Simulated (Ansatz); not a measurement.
Geometry optimisation, Ansatz 0.2.0, RKS B3LYP/def2-SVP.

Input file:

```yaml
crystal:
  periodic: [false, false, false]
  atoms:
    - { symbol: Zn, position_ang: [0.0, 0.0, 0.0] }
    - { symbol: O, position_ang: [0.0, 0.0, 1.79] }
    - { symbol: H, position_ang: [-0.9095, -0.2814, 2.1271] }
    - { symbol: C, position_ang: [0.0, 0.0, -1.98] }
    - { symbol: H, position_ang: [0.2799, -1.0082, -2.3505] }
    - { symbol: H, position_ang: [-1.0131, 0.2617, -2.3505] }
    - { symbol: H, position_ang: [0.7332, 0.7465, -2.3505] }
basis:
  gaussian: { orbitals: def2-SVP }
hamiltonian:
  xc: b3lyp
relax:
  f_tol: 0.02
  max_steps: 40
output:
  orbitals: {}
```

Run as:

```bash
$ ansatz run input.yaml --threads 2 --pin off --max-ram 3072MiB --backend cpu --events-out ev --progress --plain --runs-dir out
```

Where does it end, and by what steps?

The forces met the threshold. After 6 steps the energy has fallen by 0.071 eV; H3 moved furthest, 0.10 Å.

```tsv
step	energy less start (eV)	largest force component (eV/Å)	accepted
0	0.0000	1.710	yes
1	-0.0578	0.593	yes
2	-0.0679	0.160	yes
3	-0.0687	0.285	yes
4	-0.0699	0.079	yes
5	-0.0710	0.037	yes
6	-0.0711	0.001	yes
```

```xyz
7
Properties=species:S:1:pos:R:3
Zn -0.083 -0.028 -0.030
O -0.023 -0.009 1.754
H -0.842 -0.257 2.200
C -0.003 -0.002 -1.966
H 0.291 -0.987 -2.362
H -0.982 0.262 -2.398
H 0.733 0.740 -2.313
```

Whether the end is a true minimum wasn't checked by a vibrational analysis.

Time of the run: 23 s on 2 threads of Arm Neoverse N1, with other jobs on the host, peak memory 0.15 GiB.
